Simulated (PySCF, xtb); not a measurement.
C2H4GeN2, SMILES N#C/N=[CH]\[GeH3].

xtb with GFN2-xTB at its own geometry gives an orbital gap of 2.16 eV and a dipole moment of 4.57 D.

Coordinates come from a PBE0-D3(BJ)/def2-SVP optimisation. The structure was generated by enumeration; whether it is a known compound was not checked.

### Question
What does PySCF with PBE/def2-TZVP give? (Estimate from the structure and the level; the computed values follow.)

### Answer
gap 3.11 eV (levels -6.66 and -3.55 eV), dipole 4.43 D.
